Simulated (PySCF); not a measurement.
# Relaxation of sextet [PtS2]+

Level of theory: UPBE/[Pt def2-SVP with ECP60, S def2-SVP], scalar-relativistic core potentials, density fitting, no spin–orbit coupling, PySCF. A (50,194) grid was used.

A hand-made end-on start, of Cs symmetry, held to at least that symmetry:

```xyz
3
charge 1 multiplicity 6, angstrom
Pt   -0.2192    0.0000   -0.7009
S    -0.2192    0.0000    1.6269
S     1.5556    0.0000    2.6469
```

What does it relax to?

It ends at Cs with Pt–S 2.866 Å, Pt–S 2.919 Å, S–S 1.987 Å; Pt–S–S 68.5°, Pt–S–S 71.4°, S–Pt–S 40.2°. No frequency check is given, so it may be a saddle point.

How much energy is released, and in how many steps?

43.9 kJ/mol in 16 steps.

Open d and f shells are described by one determinant, and the ground state may have another occupation or spin. At this level a doublet minimum of C2v symmetry lies 350 kJ/mol below this structure. Spin–orbit coupling, left out here, can matter for elements this heavy.

The relaxation took 120 s on 2 threads of a shared AMD EPYC 7571 host, with 68 basis functions and 18 gradients; the process peaked at 0.37 GiB.
